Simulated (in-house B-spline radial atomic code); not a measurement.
A fraction x of an electron is removed from 3d in Co IV (Co3+), starting from [Ar] 3d6 and keeping the highest spin. Level of theory: scalar-relativistic (X2C) LC-wPBE, spin-polarised, spherical fractional occupations, Fermi nucleus of rms radius 3.7875 fm; calculated with a B-spline radial code for spherical atoms.

Caution: exact exchange at fractional occupations of open shells leaves self-interaction of up to several eV.

```csv
x,E(x) - E(0) (eV),3d down level (eV)
0,0.0000,-39.157
0.01,0.3924,-39.320
0.15,6.0575,-41.617
0.31,12.9299,-44.296
0.5,21.6542,-47.550
0.61,26.9902,-49.470
0.7,31.5139,-51.059
0.87,40.4523,-54.106
0.91,42.6312,-54.832
1,47.6399,-
```

The exact functional would give a straight line between the two integer points. Deviations E(x) - E(0) - x[E(1) - E(0)], in eV: -0.084 at x = 0.01, -1.088 at x = 0.15, -1.838 at x = 0.31, -2.166 at x = 0.5, -2.07 at x = 0.61, -1.834 at x = 0.7, -0.994 at x = 0.87, -0.721 at x = 0.91.

The curve lies below the straight line by up to 2.166 eV (at x = 0.5): convex, the delocalisation error, to which spherically averaged exact exchange adds.

How well does Slater's transition state (minus the level at half occupation) give the ionisation energy?

It gives 47.550 eV against 47.640 eV from the two total energies; NIST lists 51.27 eV, ground level to ground level. The end point has an open shell averaged over its orbitals, so its exact exchange keeps a self-interaction and this is no true integer point.
